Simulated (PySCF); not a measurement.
**InB⁻ from Hartree–Fock to correlated methods**

State: ⁴Σ⁻ (quartet), unpaired electrons σ ↑, π ↑↑. Set-up: In aug-cc-pVDZ-PP with ECP28, B aug-cc-pVDZ; scalar-relativistic core potentials (PySCF 2.14). De refers to In⁻ + B in their high-spin ground configurations, without counterpoise correction. The functionals are run spin-unrestricted. A positive dipole points towards B; it is taken about the centre of mass and depends on that origin.

```
      Level  Re (Å)  ωe (cm⁻¹)  De (eV)  μ (D)
        UHF   2.258        485      n/a  -4.30
    UHF-MP2   2.290        462     2.56    n/a
UHF-SCS-MP2   2.287        472     2.20    n/a
   UHF-CCSD   2.293        447     2.30    n/a
UHF-CCSD(T)   2.302        440     2.47    n/a
        PBE   2.292        429     2.97  -4.51
     PBEsol   2.268        445     3.19  -4.37
       BLYP   2.324        401     2.61  -4.56
     r²SCAN   2.267        456     2.93  -4.22
       PBE0   2.266        459     2.78  -4.59
      B97-3   2.284        450     2.66  -4.68
      ωB97X   2.231        504     2.69  -4.73
```

Q: Which functional lies closest to UHF-CCSD(T) in De, which farthest, and by how much do they differ from it?

A: Closest is BLYP (+2.2 pm in Re, -8.9 % in ωe, +0.14 eV in De against UHF-CCSD(T) in the same basis), farthest PBEsol (-3.4 pm in Re, +1.1 % in ωe, +0.72 eV in De). CCSD(T) converges more slowly with the basis than the functionals do and binds too weakly in this one, so the order can change at the basis-set limit.

Q: What does a quarter of exact exchange do here, going from PBE to PBE0?

A: PBE0 less PBE: -2.6 pm in Re, +7.0 % in ωe, -0.19 eV in De. Exact exchange removes part of the self-interaction that spreads semilocal densities, and in most molecules shortens and stiffens the bond and lowers De; so it does here.

Q: What does the step from GGA to meta-GGA do here, going from PBE to r²SCAN?

A: r²SCAN less PBE: -2.5 pm in Re, +6.3 % in ωe, -0.04 eV in De. 

Correlated steps freeze 5 core orbitals. Correlated levels converge slowly with the basis: in double zeta they bind strong bonds too weakly, by up to about 1 eV, and carry superposition errors of some tenths. These are scalar-relativistic numbers at best; spin–orbit coupling would shift them, the dissociation energy most. For an ion De counts to the pair picked by the measured ionisation energies or electron affinities, which need not be the lowest pair at this level. The highest Kohn–Sham level is positive in this anion. Much of that is self-interaction error, but it also means that the finite basis helps to hold the extra electron. The state was picked by a PBE0 search and need not be the measured ground state.

The whole job (state search and all levels along the bond) took about 2.9 min on 1 thread of Oxide Virtual Turin-like (shared host), peak memory 0.72 GiB.
